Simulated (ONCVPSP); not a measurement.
**Building the ONCV potential for oxygen (PBEsol, scalar-relativistic).**

```
Element                 : oxygen (O)
Generator               : ONCVPSP 4.0.1
Type                    : optimised norm-conserving Vanderbilt (ONCV)
Functional              : PBEsol
Relativity              : scalar-relativistic
Frozen core             : [He]
Valence charge          : 6
Reference configuration : 2s2 2p3.75 (charge +0.25)
Partial waves           : 2s: rc 0.65 bohr, ncon 3, nbas 6, qcut 8 1/bohr, 2 projectors, debl 3 Ha; 2p: rc 1.30 bohr, ncon 3, nbas 7, qcut 9.8 1/bohr, 2 projectors, debl 3.1 Ha
Local potential         : polynomial inside 0.40 bohr (lpopt 5, dvloc0 0 Ha)
Core correction         : Teter function, fcfact 4.25, rcfact 1.35
```

* Cutoffs needed: 64 Ha and 162 Ha (the cutoffs (Ha) at which the residual kinetic energy of the hardest occupied pseudo-wave falls to 1 and 0.1 mHa per electron)
* Ghost test: no bound ghost flagged; GHOST(+) flagged for s at 493.1 eV
* Largest excitation error: +110 meV (all-electron minus pseudo) for 2s2 2p2, out of 4 test configurations
* rms error of d²Exc/dni dnj: 1.96 mHa without and 1.39 mHa with the model core
